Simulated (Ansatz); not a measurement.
Input file for C₂F₃Si (`[C]#C[Si](F)(F)F`) radical:

```yaml
crystal:
  periodic: [false, false, false]
  atoms:
    - {symbol: C, position_ang: [-0.330211, -2.361230, 0.703187]}
    - {symbol: C, position_ang: [-0.165791, -1.214841, 0.356513]}
    - {symbol: Si, position_ang: [0.078615, 0.488438, -0.158641]}
    - {symbol: F, position_ang: [-1.011863, 0.906187, -1.204875]}
    - {symbol: F, position_ang: [1.491118, 0.664547, -0.815976]}
    - {symbol: F, position_ang: [-0.019769, 1.452899, 1.073593]}
basis:
  gaussian: {orbitals: def2-SVP}
magnetization: {spin_polarized: true, initial_magnetization: 1}
correlation: {method: ccsd_t}
scf: {omitted_lower_state_checks: [cluster_reference]}
```

```sh
$ ansatz run in.yaml --threads 4 --pin off --events-out ev --progress --plain
```

Output of Ansatz, abridged:

```
Functional definition: HF
839 factors; integrals over basis functions are off by at most 6.0e-4 eV
mean field evaluation 1: about -18027.3848 eV, gradient 2.8e1 eV
mean field evaluation 2: about -18027.3947 eV, gradient 2.8e1 eV
mean field evaluation 4: about -18031.0756 eV, gradient 3.4e0 eV
mean field evaluation 8: about -18031.4852 eV, gradient 1.0e0 eV
mean field evaluation 16: about -18031.6165 eV, gradient 3.0e-6 eV
mean field -18031.61649124 eV, -662.6496837844 hartree, gradient 3.0e-6 eV, S^2 1.189181; 4 other end points of the search recorded, 0 dependent functions left out
10 core orbitals not correlated: weight in the atoms' cores, before any rotation towards them, 1.000 or more for the frozen orbitals, at most 0.000 for the correlated occupied ones
reference -18031.61649124 eV, -662.6496837844 hartree; 17, 16 occupied and 61, 62 virtual orbitals, 839 factors
second order -22.28179027 eV of doubles, -0.00000000 eV of singles
cycle   1  -22.31775385 eV  change   -3.6e-2 eV  update   1.3e-1
cycle   2  -22.92522058 eV  change   -6.1e-1 eV  update   5.9e-2
cycle   3  -23.28146088 eV  change   -3.6e-1 eV  update   4.5e-2
cycle   4  -23.35558543 eV  change   -7.4e-2 eV  update   2.2e-2
cycle   5  -23.36076575 eV  change   -5.2e-3 eV  update   9.1e-3
cycle   6  -23.36697883 eV  change   -6.2e-3 eV  update   3.9e-3
cycle   7  -23.37291795 eV  change   -5.9e-3 eV  update   2.3e-3
cycle   8  -23.37345294 eV  change   -5.3e-4 eV  update   1.2e-3
cycle   9  -23.37393742 eV  change   -4.8e-4 eV  update   5.0e-4
cycle  10  -23.37428765 eV  change   -3.5e-4 eV  update   2.1e-4
cycle  11  -23.37445958 eV  change   -1.7e-4 eV  update   8.5e-5
cycle  12  -23.37455116 eV  change   -9.2e-5 eV  update   3.5e-5
cycle  13  -23.37455982 eV  change   -8.7e-6 eV  update   2.1e-5
perturbative correction -0.55469238 eV, -0.0203845689 hartree
Total energy: -18055.54574343 eV, -663.5290675826 hartree
Checks for a lower state left out: cluster_reference
```

It took 13 s on 4 threads of a server CPU on a shared host, with 0.68 GiB of host memory at the peak.

The correlation energy is -23.929 eV, 2.3 % of it from (T); the T1 diagnostic reads 0.0372.
